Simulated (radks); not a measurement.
The numbers below are computed, except where a source is named.
Task: These are the eigenvalues of the occupied orbitals of an atom or ion with whole-number occupations (eV). Code: a radial shooting solver on a logarithmic mesh with Libxc functionals. Model: non-relativistic Kohn-Sham, Slater X-alpha with alpha = 0.667, spin-polarised, spherical densities, point nucleus.

| orbital | eigenvalue |
|---|---|
| 1s down | -4854.840 |
| 1s up | -4854.833 |
| 2s up | -561.6250 |
| 2s down | -561.1785 |
| 2p up | -475.1550 |
| 2p down | -474.8115 |
| 3s up | -92.7070 |
| 3s down | -91.4524 |
| 3p up | -69.6771 |
| 3p down | -68.4320 |
| 3d up | -34.0772 |

Which element is it, and in what charge state? The configuration may be excited. Open shells, if any, are filled with parallel spins first.

Result: Z = 22, titanium, charge +3: Ti3+ in [Ar] 3d1. The list shows which subshells hold electrons but not how many an open one holds; the 1s level, -178.41 hartree, gives Z - s = 18.9 by -(Z - s)^2/2, which with screening narrows Z to a few neighbours, and the depths of the outer levels then fix element, charge and occupations together.
